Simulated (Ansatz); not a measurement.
Molecule: fluoro(trimethyl)silane, C3H9FSi, charge 0, multiplicity 1. 
Coordinates optimised at B3LYP-D3(BJ)/def2-TZVP (Ansatz, an electronic-structure program):
```xyz
14

C      1.5018    -0.8629    -0.6679
Si     0.0038     0.0021     0.0286
C     -1.5516    -0.9875    -0.2520
C     -0.1576     1.7365    -0.6370
F      0.2171     0.1192     1.6297
H      1.4167    -0.9726    -1.7519
H      2.4141    -0.3003    -0.4592
H      1.6157    -1.8605    -0.2387
H     -2.4170    -0.4974     0.1988
H     -1.4666    -1.9863     0.1811
H     -1.7506    -1.1018    -1.3205
H     -1.0099     2.2524    -0.1898
H     -0.3046     1.7238    -1.7199
H      0.7390     2.3237    -0.4280
```

Parts of the frozen-core correlation energy in cc-pV(T+d)Z (Ansatz, hartree). Frozen orbitals: 9; correlated occupied orbitals by spin: 16 and 16; virtual: 260 and 260. Spin-orbit coupling is left out. No relativistic terms.

```csv
term,value
reference (HF),-507.42588
MP2 opposite-spin,-0.70500
MP2 same-spin,-0.20715
CCSD correlation,-0.96193
(T),-0.03361
T1 diagnostic,0.010
largest doubles amplitude,0.014
```
